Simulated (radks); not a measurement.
Q: Neutral nitrogen, [He] 2s2 2p3. All-electron calculation, non-relativistic Kohn-Sham, LDA (Slater exchange, Perdew-Wang correlation), spin-polarised, spherical densities, point nucleus. Program: a radial shooting solver on a logarithmic mesh with Libxc functionals. Every spin shell is full or empty, so the densities are truly spherical. Functionals are evaluated on that one density, not self-consistently. Rank these exchange functionals by their error against the exact value of the orbitals, and give that value: LDA, B88, PBE, OPTX, WC, AM05, SOGGA, B86b, EV93, APBE, revTPSS, r2SCAN, MS2, Tao-Mo, MVS.

A: Exact: -6.54345 hartree. From best to worst, with 100 (|E| - |E exact|)/|E exact| (equal figures are ties): r2SCAN +0.05, B88 +0.06, OPTX +0.07, MVS -0.11, revTPSS +0.11, B86b +0.16, Tao-Mo +0.45, MS2 +0.51, PBE -0.60, APBE +0.79, WC -2.21, EV93 +3.21, SOGGA -4.42, AM05 -8.59, LDA -10.49.
